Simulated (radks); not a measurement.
Values are calculated unless marked as measured or tabulated.
Zr4+, configuration [Kr] (the NIST ground configuration).

Code: a radial shooting solver on a logarithmic mesh with Libxc functionals. Model: Dirac Kohn-Sham, PBE, spin-unpolarised, spherical densities, point nucleus.

Energy parts (eV):
part                       energy
total                  -97855.668
kinetic                101132.632
electron-nucleus      -234625.195
Hartree                 38709.230
exchange-correlation    -3072.335

Orbitals (lengths in bohr, moments of r in powers of bohr; <r^-3> diverges for s and p1/2):
orbital  occ.  eigenvalue (eV)     <r^2>  <r^-3>      <r>
1s1/2       2        -17860.20  0.001853       -  0.03706
2s1/2       2        -2511.576   0.03111       -   0.1623
2p1/2       2        -2302.670   0.02360       -   0.1387
2p3/2       4        -2216.817   0.02498    2035   0.1430
3s1/2       2        -447.3892    0.2408       -   0.4581
3p1/2       2        -369.6412    0.2412       -   0.4547
3p3/2       4        -355.9587    0.2522   328.2   0.4652
3d3/2       4        -218.9724    0.2449   46.54   0.4499
3d5/2       6        -216.4703    0.2486   44.57   0.4535
4s1/2       2         -95.5475     1.598       -    1.189
4p1/2       2         -74.0896     1.917       -    1.298
4p3/2       4         -72.1672     1.993   46.35    1.324

The highest occupied level is 4p3/2 at -72.167 eV. The density falls to 0.001 e/bohr^3 at r = 2.89 bohr.
